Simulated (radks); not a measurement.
Values are calculated unless marked as measured or tabulated.
The terbium anion Tb- inside a hard spherical wall (all orbitals vanish at R), configuration held at [Xe] 4f10 6s2 and not refilled when levels cross. Level of theory: scalar-relativistic Kohn-Sham, r2SCAN, spin-unpolarised, spherical densities, finite nucleus; meta-GGA in the generalised Kohn-Sham scheme; Fermi nuclear charge, rms radius 5.06 fm (a radial shooting solver on a logarithmic mesh with Libxc functionals). Eigenvalues in eV, with the zero of energy where the potential of the charges vanishes at infinity; a dash marks a level that is unbound or too diffuse for the functional's potential to be trusted. A positive occupied level is held by the wall or, in an anion where self-interaction has pushed it up, behind a barrier. The pressure on the wall is -dE/dV.

| R (bohr) | E (hartree) | kinetic (hartree) | e(5s) | e(5p) | e(6s) | e(6p, empty) | e(5d, empty) | e(4f) | pressure (GPa) |
|---|---|---|---|---|---|---|---|---|---|
| 15 | -11709.1494 | 12601.329 | -42.931 | -20.060 | 0.094 | - | - | 3.704 | 0.0519 |
| 12 | -11709.1316 | 12601.312 | -41.670 | -18.871 | 0.700 | - | - | 5.054 | 0.124 |
| 10 | -11709.1100 | 12601.344 | -40.434 | -17.692 | 1.350 | - | - | 6.341 | 0.364 |
| 8 | -11709.0557 | 12601.488 | -38.536 | -15.868 | 2.669 | 5.354 | 6.157 | 8.283 | 1.67 |
| 7 | -11708.9930 | 12601.660 | -37.127 | -14.523 | 3.944 | 7.253 | 7.524 | 9.731 | 4.10 |
| 5 | -11708.5908 | 12602.807 | -32.414 | -10.143 | 10.595 | 17.038 | 12.799 | 14.752 | 40.3 |
| 4 | -11707.8137 | 12605.342 | -27.494 | -5.561 | 21.377 | 31.835 | 19.194 | 20.372 | 199 |
| 3 | -11704.7198 | 12616.019 | -15.548 | 6.751 | 56.106 | 74.720 | 36.604 | 34.982 | 1650 |
| 2.5 | -11699.5139 | 12633.202 | -1.131 | 23.086 | 103.86 | 129.50 | 59.003 | 52.183 | 6150 |
